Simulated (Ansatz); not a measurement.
# How methods differ on BBrF2 (SMILES FB(F)Br)

BBrF2: 4 atoms, total charge 0, spin state singlet. As SMILES, `FB(F)Br`. Geometry: relaxed at PBE0-D4/def2-TZVP.

```xyz
4

F    -0.2157   -1.3665   -0.1099
B    -0.1279   -0.0633   -0.0228
F    -1.2124    0.6596   -0.1442
Br    1.5560    0.7702    0.2769
```

Each level gives the energy change with the B2–Br4 bond stretched from 1.903 to 3.425 Å (eV). The values are calculated.

```json
{"level": "SVWN5/aug-cc-pVDZ (restricted)", "kind": "LDA", "program": "Ansatz", "value (eV)": "4.17", "less CCSD(T)/aug-cc-pVDZ": "+0.22", "CPU time (all runs)": "14 s"}
{"level": "r2SCAN/aug-cc-pVDZ (restricted)", "kind": "meta-GGA", "program": "Ansatz", "value (eV)": "4.13", "less CCSD(T)/aug-cc-pVDZ": "+0.18", "CPU time (all runs)": "33 s"}
{"level": "B3LYP/aug-cc-pVDZ (restricted)", "kind": "global hybrid", "program": "Ansatz", "value (eV)": "4.00", "less CCSD(T)/aug-cc-pVDZ": "+0.05", "CPU time (all runs)": "19 s"}
{"level": "r2SCAN0/aug-cc-pVDZ (restricted)", "kind": "hybrid meta-GGA", "program": "Ansatz", "value (eV)": "4.51", "less CCSD(T)/aug-cc-pVDZ": "+0.56", "CPU time (all runs)": "45 s"}
{"level": "wB97X/aug-cc-pVDZ (restricted)", "kind": "range-separated hybrid", "program": "Ansatz", "value (eV)": "4.62", "less CCSD(T)/aug-cc-pVDZ": "+0.67", "CPU time (all runs)": "63 s"}
{"level": "B2PLYP/aug-cc-pVDZ (restricted)", "kind": "double hybrid", "program": "Ansatz", "value (eV)": "4.13", "less CCSD(T)/aug-cc-pVDZ": "+0.18", "CPU time (all runs)": "30 s"}
{"level": "RPA@PBE0/aug-cc-pVDZ (restricted)", "kind": "RPA", "program": "Ansatz", "value (eV)": "4.11", "less CCSD(T)/aug-cc-pVDZ": "+0.16", "CPU time (all runs)": "43 s"}
{"level": "MP2/aug-cc-pVDZ (restricted)", "kind": "perturbation theory", "program": "Ansatz", "value (eV)": "4.41", "less CCSD(T)/aug-cc-pVDZ": "+0.46", "CPU time (all runs)": "16 s"}
{"level": "CCSD(T)/aug-cc-pVDZ (restricted)", "kind": "coupled cluster or CI", "program": "Ansatz", "value (eV)": "3.95", "less CCSD(T)/aug-cc-pVDZ": "0.00", "CPU time (all runs)": "53 s"}
```

Differences are taken from CCSD(T)/aug-cc-pVDZ (restricted) for orientation; it has basis-set and higher-order errors of its own. Its T1 diagnostic reaches 0.029, a sign that one reference may not serve. At this stretch a single reference begins to fail. All-electron rows without a relativistic Hamiltonian named are non-relativistic. The first shape isn't each level's own minimum. The values span 3.95 to 4.62 eV. In the correlated wave-function rows the outer d shell of Br is correlated, in sets not made for it. Times are those of the runs behind each value, whatever else they computed, on shared processors of several kinds: orders of magnitude only.
